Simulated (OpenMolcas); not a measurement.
## Sn IV: RASPT2 settings compared

```json
{
 "Program": "OpenMolcas 26.06",
 "Basis": "ANO-R1 [6s5p3d1f]",
 "Scalar Hamiltonian": "X2C, finite nucleus",
 "Active space": "1 electron in 9 orbitals (RAS2 5s 5p; RAS3 5d, at most 1 electron)",
 "State averaging": "2S+1 = 2 even, 1 root; 2S+1 = 2 odd, 3 roots",
 "Spin-orbit coupling": "RASSI with atomic mean-field integrals over the reference wave functions, term energies averaged over their components"
}
```

Methods on the same reference wave functions:
A. RASSCF
B. SS-RASPT2, IPEA 0.4 Eh, imaginary shift 0.25 Eh (closed shells correlated: 4d)
C. SS-RASPT2, IPEA 0.3 Eh, imaginary shift 0.5 Eh (closed shells correlated: 4d)

Energies in cm-1 above 5s 2S 1/2, the measured ground level; measured values from Moore, Atomic Energy Levels, vol. III, NSRDS-NBS 35 (1971 reprint of NBS Circular 467, 1958).

```
     Level      A      B      C  Measured
 5s 2S 1/2    0.0    0.0    0.0       0.0
5p 2P* 1/2  65778  67021  67025     69564
5p 2P* 3/2  72091  73333  73338     76072
```

Deviations, from unrounded energies. A percentage is the sum of absolute deviations over the sum of measured energies, with the sign that they share, or ± where signs differ.

| Against measurement | Levels | A | B | C |
| --- | --- | --- | --- | --- |
| mean absolute deviation (cm-1) | 2 | 3900 | 2600 | 2600 |
| other configurations (%) | 2 | -5.3 | -3.6 | -3.6 |

B, C lie about equally close to measurement and A furthest from it. The largest miss of C in the table is 5p 2P* 3/2, by -2700 cm-1. The ranking rests on the paired levels alone, and a cruder setting can come out closer through cancelling errors.

Between B and C no level of the table moves by more than 5 cm-1.

The lowest spin-free term lies below A's lowest term by 0.297 hartree in B, 0.298 hartree in C.

With one active electron outside closed inactive shells, the extra shells (5d) add no correlation to the reference. The basis is small and was not contracted for so high a charge. With one active electron the reference holds no correlation, so core polarisation is missing (holds for A). With one active electron, CASPT2 adds the correlation within the correlated inactive shells and between them and that electron, and leaves the splitting within a term as the reference gives it (holds for B; C). Measured partners are found by configuration, term and J. A level has none where our copy of the source lacks it or the pairing is in doubt (some pairs that miss far off the trend of their configuration count as doubtful), and it then counts in no deviation. Levels of configurations outside the active space are missing.

* marks odd parity.
